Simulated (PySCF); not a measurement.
Species: sum formula VO4H3, net charge 0, singlet state. SMILES: [O]=[V]([OH])([OH])[OH]
Geometry from a B3LYP-D3(BJ)/def2-TZVP (Ansatz) optimisation:
```xyz
8

V      0.0182     0.0138    -0.0175
O      1.0097     0.7667    -0.9735
O      0.9396    -0.8682     1.2192
H      1.9026    -0.8449     1.2419
O     -0.9570    -1.1352    -0.9584
H     -0.8429    -1.2314    -1.9103
O     -1.0541     1.1899     0.7722
H     -0.9834     2.1343     0.5948
```
Charge 0, spin multiplicity 1.

Dispersion corrections to the total energy (kcal/mol) from the dftd3 and dftd4 libraries through PySCF: D3(BJ) without and D4 with the three-body term, each with the damping fitted for the functional named.

```json
[
 {"functional": "revPBE", "D3(BJ)": "-7.81", "D4": "[?]"},
 {"functional": "LC-wPBE", "D3(BJ)": "[?]", "D4": "-3.89"},
 {"functional": "B2PLYP", "D3(BJ)": "-2.88", "D4": "[?]"},
 {"functional": "BP86", "D3(BJ)": "-5.48", "D4": "-4.66"},
 {"functional": "PBE0", "D3(BJ)": "-2.84", "D4": "-2.93"},
 {"functional": "TPSSh", "D3(BJ)": "-3.79", "D4": "-4.25"},
 {"functional": "PBE", "D3(BJ)": "-3.20", "D4": "-3.48"}
]
```

**Question.** Some entries are withheld; supply them.

**Answer.** 
- revPBE, D4: -10.22
- LC-wPBE, D3(BJ): -3.18
- B2PLYP, D4: -2.42
